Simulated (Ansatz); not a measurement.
C2H2F3I, SMILES `FC(F)C(F)I`, relaxed with RKS PBE-D4/def2-SVP in Ansatz from a rough embedded geometry. The force threshold is 0.03 eV/Å; the program also tests the step.

Total charge 0; spin multiplicity 1. I: def2 effective core potential.

Start:

```xyz
8

F     1.548    0.490    0.771
C     0.420    0.693    0.022
F     0.840    1.137   -1.191
C    -0.358   -0.592   -0.165
F    -1.515   -0.419   -0.898
I    -0.989   -1.458    1.699
H    -0.172    1.472    0.471
H     0.225   -1.323   -0.709
```

| step | energy (eV) | largest force (eV/Å) | largest move (Å) |
| --- | --- | --- | --- |
| 1 | -18339.1419 | 1.019 | 0.000 |
| 2 | -18339.2371 | 0.805 | 0.134 |
| 3 | -18339.2661 | 0.637 | 0.055 |
| 4 | -18339.2692 | 0.615 | 0.020 |
| 5 | -18339.2754 | 0.054 | 0.015 |
| 6 | -18339.2757 | 0.012 | 0.011 |

End:

```xyz
8

F     1.532    0.447    0.746
C     0.415    0.696    0.017
F     0.795    1.144   -1.215
C    -0.372   -0.602   -0.190
F    -1.467   -0.344   -0.948
I    -0.972   -1.449    1.744
H    -0.199    1.481    0.516
H     0.267   -1.372   -0.671
```

Run time 8 s (4 threads of an Arm Neoverse V1 on a shared host); peak host memory 0.15 GiB.
